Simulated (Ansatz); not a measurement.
ClGa, SMILES `[Cl][Ga]` from Hartree–Fock to CCSD(T)

| atom | x (Å) | y (Å) | z (Å) |
| --- | --- | --- | --- |
| Cl1 | 0.853 | 0.374 | -0.600 |
| Ga2 | -0.853 | -0.374 | 0.600 |

The species carries charge 0 and has multiplicity 1. Correlated methods include outer-core shells of Ga, which these sets cover unevenly. Scalar relativity is left out up to krypton. Geometry: relaxed with PBE0-D4/def2-TZVP. Frozen core, restricted reference, the Gaussian-basis code of Ansatz.

| basis | HF (Eh) | MP2 corr. |
| --- | --- | --- |
| def2-SVP | -2382.42592 | -0.31950 |
| def2-TZVPP | -2382.83360 | -0.38423 |
| def2-QZVPP | -2382.88619 | -0.65325 |

(1) Estimate the CCSD correlation energy and the (T) correction in each basis where they were run (hartree).

Results:

(1) 
| basis | CCSD corr. | (T) |
| --- | --- | --- |
| def2-SVP | -0.32868 | -0.01004 |
| def2-TZVPP | -0.39943 | -0.01778 |
| def2-QZVPP | -0.64545 | -0.02400 |
